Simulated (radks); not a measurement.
Charge is removed step by step from the 2s1/2 level of neutral iridium, starting from [Xe] 4f14 5d7 6s2. All-electron calculation, Dirac Kohn-Sham, PBE, spin-unpolarised, spherical densities, finite nucleus; open shells are shared between the two j in proportion to 2j + 1; Fermi nuclear charge, rms radius 5.4032 fm. Program: a radial shooting solver on a logarithmic mesh with Libxc functionals.

| removed (e) | E - E(0) (eV) | eigenvalue (eV) | E minus straight line (eV) |
|---|---|---|---|
| 0 | 0.000 | -13282.8 | 0.000 |
| 0.1 | 1329.3 | -13303.9 | -9.535 |
| 0.2 | 2660.8 | -13325.0 | -16.962 |
| 0.3 | 3994.3 | -13346.1 | -22.275 |
| 0.4 | 5330.0 | -13367.3 | -25.471 |
| 0.5 | 6667.8 | -13388.6 | -26.547 |
| 0.6 | 8007.7 | -13409.8 | -25.499 |
| 0.7 | 9349.8 | -13431.1 | -22.324 |
| 0.8 | 10693.9 | -13452.4 | -17.018 |
| 0.9 | 12040.3 | -13473.8 | -9.577 |
| 1 | 13388.7 | -13495.2 | 0.000 |

Removing the whole electron costs 13388.7 eV by Delta-SCF, against 13282.8 eV from minus the eigenvalue at the starting occupation. Slater's transition state (half an electron removed) gives 13388.6 eV. Integrating minus the eigenvalue over the occupation (Janak's theorem) gives 13388.7 eV. The mean slope of the eigenvalue, de/dn, is 212 eV per electron.
